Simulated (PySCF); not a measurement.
MoO, SMILES [O]=[Mo] (connectivity only; charge and spin as stated), neutral, multiplicity 5. Coordinates come from a PBE0-D3(BJ)/def2-TZVPD optimisation. The multiplicity is an assumed one; other spin states were not compared. The def2 effective core potentials stand for the cores of Mo; spin–orbit coupling is left out.

Computed with PBE0-D3(BJ)/def2-TZVPD run with PySCF.

Harmonic wavenumbers (cm⁻¹): 978. Rotational constants (GHz): 12.97 (linear); symmetry number 1.

### Question
Work out the zero-point energy and the ideal-gas rigid-rotor harmonic-oscillator thermochemistry at 298.15 K and 1 atm.

### Answer
ZPE = ½ Σ hcν = ½ × 978 cm⁻¹ = 1.40 kcal/mol. H − E(el) = 3.50 kcal/mol. Entropy in cal/(mol K): translation 40.05, rotation 14.25, vibration 0.10, spin 3.20, total 57.61. G − E(el) = -13.68 kcal/mol. Cp = 7.36 cal/(mol K).
